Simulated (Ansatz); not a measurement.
A search over several starts for the lowest SCF solution of Tl₂Br at the given spin, in a small basis.

```yaml
crystal:
  periodic: [false, false, false]
  atoms:
    - {symbol: Tl, position_ang: [-2.003922, 0.063562, 0.300239]}
    - {symbol: Tl, position_ang: [0.902664, -0.330985, 1.184788]}
    - {symbol: Br, position_ang: [1.101258, 0.267423, -1.485017]}
basis:
  gaussian: {orbitals: def2-SVP, initial_orbitals: start.molden}
magnetization: {spin_polarized: true, initial_magnetization: 3}
hamiltonian: {xc: pbe0, dispersion: d4}
output: {orbitals: {seedname: orbitals}}
```

The file start.molden holds the orbitals of an earlier run on this structure, at another level or in another basis.

```sh
$ ansatz run in.yaml --threads 4 --pin off --events-out ev --progress --plain --max-ram 3916MiB
```

It prints (some lines left out):

```
Functional definition: PBE0
1009 factors; integrals over basis functions are off by at most 4.5e-4 eV
mean field evaluation 1: about -79417.3772 eV, gradient 2.7e1 eV
mean field evaluation 2: about -79417.5968 eV, gradient 4.2e-1 eV
mean field evaluation 4: about -79417.6115 eV, gradient 1.5e-2 eV
mean field evaluation 8: about -79417.6115 eV, gradient 9.8e-6 eV
mean field evaluation 16: about -79417.6107 eV, gradient 1.3e-1 eV
mean field evaluation 32: about -79417.6115 eV, gradient 6.3e-5 eV
mean field -79417.61146799 eV, -2918.5433902580 hartree, gradient 9.8e-6 eV, S^2 3.759333; 5 other end points of the search recorded, 0 dependent functions left out
reference -79417.61149774 eV, -2918.5433913516 hartree; 40, 37 occupied and 44, 47 virtual orbitals, 1009 factors
Total energy: -79417.71879159 eV, -2918.5473343276 hartree
```

It took 8.5 s on 4 threads of Intel Xeon on a shared host.

In the def2 sets Tl takes a core potential; there is no spin–orbit coupling. At PBE0-D4/def2-TZVP a doublet of charge 0 lies 3.62 eV below the quartet, each at its own geometry. The structure comes from a short search, and lower isomers may exist.
